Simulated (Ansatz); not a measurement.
Consider the ligand exchange at the Si–O bond: `[SiH3]O[Si]1(Cl)CO1` + HI → `[SiH3]I` + `O[Si]1(Cl)CO1`.

Program: Ansatz. Geometries: PBE0-D4/def2-TZVP. ΔE: electronic, gas phase. CBS: MP2 limit from def2 TZ/QZ plus the TZ coupled-cluster correction, frozen cores. Functionals use def2-TZVPP. Elements past krypton have def2 core potentials. For I outer-core shells are correlated without core-valence functions, which leaves a few kJ/mol of doubt a bond. Each species was taken in one conformer, which may not be the lowest.

**Question.** Is it downhill or uphill in electronic energy at CCSD(T)/CBS, and by how much? (An estimate is asked.)

**Answer.** Computed: Uphill: ΔE = +0.18 eV.

**Question.** What do these levels give: ωB97M-V, PBE0, MP2/def2-TZVPP, MP2/def2-QZVPP, HF/CBS(def2), MP2/CBS(def2)? (Best estimate.)

**Answer.** Computed: ωB97M-V 0.20, PBE0 0.06, MP2/def2-TZVPP 0.18, MP2/def2-QZVPP 0.15, HF/CBS(def2) 0.35, MP2/CBS(def2) 0.11 eV.

Largest T1 diagnostic among the species: 0.012.

In def2-TZVPP, CCSD(T) changes the Hartree–Fock value by −0.08 eV (the triples alone add −0.02 eV) and MP2 by −0.14 eV. The D4 term adds +0.04 eV with B3LYP and +0.03 eV with PBE0; it sums over pairs of atoms, weighted by their polarisabilities, and B3LYP, whose exchange is more repulsive, gets the larger term.

B3LYP here is the variant with VWN-RPA as its local correlation; programs differ in this.
